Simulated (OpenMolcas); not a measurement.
A calculation on F II.

```json
{
  "Program": "OpenMolcas 26.06",
  "Method": "RASSCF",
  "Basis": "ANO-RCC-VTZP [4s3p2d1f]",
  "Scalar Hamiltonian": "DKH2, point nucleus",
  "Active space": "6 electrons in 9 orbitals (RAS2 2s 2p; RAS3 3d, at most 2 electrons)",
  "State averaging": "2S+1 = 3 even, 3 roots; 2S+1 = 1 even, 6 roots kept (CI in the orbitals of an earlier block); 2S+1 = 3 odd, 3 roots; 2S+1 = 1 odd, 3 roots kept (CI in the orbitals of an earlier block)",
  "Spin-orbit coupling": "state interaction with AMFI integrals over the reference wave functions, term energies averaged over their components"
}
```

Which level of the active space comes out lowest?

2s2 2p4 3P2, with 100 % of that term; it is also the measured ground level.

How high does 2s2 2p4 3P0 lie?

477 cm-1 above the lowest level; measured 490 cm-1 above the ground level, so the calculation is off by -3 %.

How high does 2s 2p5 3P* 2 lie?

168420 cm-1 above the lowest level; measured 164798 cm-1 above the ground level, so the calculation is off by +2 %.

How high does 2s 2p5 3P* 0 lie?

168886 cm-1 above the lowest level; measured 165279 cm-1 above the ground level, so the calculation is off by +2 %.

Measured values: NIST Handbook of Basic Atomic Spectroscopic Data.

Without dynamic correlation excited terms often stand tens of per cent too high (terms of higher spin than the ground term too low), and those without a measured partner can miss by more than the paired ones. Active for correlation alone: 3d; no level in the range computed is led by a configuration that fills it, so any true level of that kind is missing. Measured partners are found by configuration, term and J. A level has none where our copy of the source lacks it or the pairing is in doubt (some pairs that miss far off the trend of their configuration count as doubtful), and it then counts in no deviation. Levels of configurations outside the active space are missing.

* marks odd parity.
